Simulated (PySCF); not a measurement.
Input of a run (PBE0-D3(BJ)/def2-SVP geometry optimisation, gas phase (PySCF 2.14.0)), started from GFN2-xTB:
```
{"job": {"xc": "PBE0", "basis": "def2-SVP", "d3": "d3bj", "grid": 1, "maxiter": 30, "shake": 0.01, "kind": "geom"}, "charge": 0, "multiplicity": 1}
C     -0.509660     1.576490    -0.127990
B     -0.224800     0.066310    -0.019840
C     -1.377900    -1.008210     0.026100
Ge     1.744510    -0.530640     0.074020
H     -0.108070     2.126360     0.711690
H     -1.588930     1.866470    -0.197480
H     -0.018490     2.023150    -1.004320
H     -1.304650    -1.530760     0.983340
H     -2.369110    -0.612250    -0.065840
H     -1.204400    -1.776560    -0.714220
H      2.742670     0.544200     0.107400
H      2.175720    -1.407110    -1.044350
H      2.048940    -1.354330     1.261160
```

Output (energies in Eh, forces in Eh/bohr):
```
step   0  E = -2182.73154071  max force = 0.025747
step   1  E = -2182.73926677  max force = 0.008641
step   2  E = -2182.74001498  max force = 0.001781
step   3  E = -2182.74003840  max force = 0.000209
step   4  E = -2182.74004420  max force = 0.000245
optimisation converged
```

Question: Summarise the run.

Answer: The energy falls by 22.3 kJ/mol over 5 energy and gradient evaluations, the largest force component goes from 0.0257 to 2.4e-04 Eh/bohr, and the atoms move by 0.054 Å rms after alignment. The bond that changes most is Ge4–H11 (ends: germanium bonded to B and 3 H; Ge–H hydrogen), which lengthens by 0.077 Å. Bonds longer at the end by more than 0.005 Å: 10 of 12; shorter: 2. Among the angles that change most is H12–Ge4–H13, from 102.5° to 105.9°. The energy never rose by more than 1e-6 Eh on the way. The first step brought 91 % of the lowering.

Question: What are the final bond lengths?

Answer: C1–B2 1.565 Å, B2–C3 1.566 Å, B2–Ge4 2.086 Å, C1–H5 1.106 Å, C1–H6 1.101 Å, C1–H7 1.105 Å, C3–H8 1.106 Å, C3–H9 1.101 Å, C3–H10 1.104 Å, Ge4–H11 1.544 Å, Ge4–H12 1.547 Å, Ge4–H13 1.546 Å. Numbering counts from 1 in the input's order; the species is `C[B](C)[GeH3]`.

The run used 119 basis functions and 29 SCF cycles in all. Time: 28 s of wall time; peak memory 0.49 GiB. Hardware: Arm Neoverse V1, one thread, on a shared host.

PBE0-D3(BJ)/def2-SVP frequencies: not computed here.
